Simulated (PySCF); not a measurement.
Compound: C₄H₄N₂OSi.
SMILES with atom numbers: `[N:1]#[C:2][C:3]1=[N:4][Si@H:5]([CH:6]=[O:7])[CH2:8]1`

Structure used (GFN2-xTB), in Å, numbered top down from 1:
```
atom  x, y, z in Å
N1    -3.4499   -0.2871   -1.5526
C2    -2.4082   -0.0407   -1.1413
C3    -1.1501    0.2339   -0.5642
N4    -0.1602    0.7988   -1.1638
Si5    0.9193    0.6783    0.2576
C6     2.3201   -0.5968   -0.0153
O7     3.4681   -0.3703    0.2560
C8    -0.7594   -0.0930    0.8462
H9     1.3509    1.9347    0.8375
H10    2.0412   -1.5796   -0.4507
H11   -1.3325    0.4720    1.5769
H12   -0.8381   -1.1509    1.0876
```

NICS is the negative of the GIAO shielding at a point without a nucleus: at the ring centre (0) and 1 Å above and below it (1); zz is the component along the ring normal. Level: GIAO PBE0/pcSseg-1 (PySCF, non-relativistic, gas phase) on the GFN2-xTB geometry, one conformer.

Ring bond lengths (Å), with Mayer bond orders in brackets: C3–N4 1.288 (1.76), N4–Si5 1.789 (0.96), Si5–C8 1.939 (0.88), C8–C3 1.500 (0.94).

Give the NICS values of each ring in ppm.

```json
{"ring": "C3–N4–Si5–C8", "type": "4-membered ring with N and Si; formal bonds 1 double, 3 single", "NICS(0)": "6.8", "NICS(1), two faces": "-2.8 / -1.6", "NICS(1)zz, two faces": "3.2 / 3.2", "rms pucker (Å)": "0.01", "centre to ring atoms, mean (Å)": "1.14"}
```

What can be read from them?

- C3–N4–Si5–C8: mean NICS(1)zz 3.2 ppm, deshielded. Si5, C8 have four or more neighbours; no verdict on aromaticity is drawn. NICS(0) lies 9 ppm above the mean NICS(1).

What is the mean of the two in-plane components of NICS at the first NICS(1) probe listed for ring C3–N4–Si5–C8, 1 Å off the ring?

The isotropic value is a third of the trace: (3 × -2.8 − (3.2))/2 = -5.8 ppm.

How shielded are the nuclei of the rings and their hydrogens (means over atoms taken as equivalent)?

```
atoms                  environment  σ isotropic (ppm)
   C3                   C=N carbon               -1.3
   N4                 C=N nitrogen             -233.2
  Si5                  SiH silicon              377.2
   C8  sp3 carbon bound to silicon              151.1
   H9                Si–H hydrogen              26.71
  H11           methylene hydrogen              28.96
  H12           methylene hydrogen              28.76
```
